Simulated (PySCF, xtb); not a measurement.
C₂H₃O₃, SMILES O(C)C(=O)[O] (connectivity only; charge and spin as stated), charge -1, multiplicity 1.

GFN2-xTB (xtb) at its own geometry gives an orbital gap of 6.41 eV.

Geometry optimised at B3LYP-D3(BJ)/def2-SVPD. The multiplicity is an assumed one; other spin states were not compared. The isomer is the one that the SMILES or the coordinates give; other isomers of the formula were not compared.

**Question.** What does PBE/def2-SVPD (PySCF) give? (The exact figures need the calculation; the answer reports its results.)

**Answer.** gap 3.82 eV (levels -0.01 and 3.81 eV).
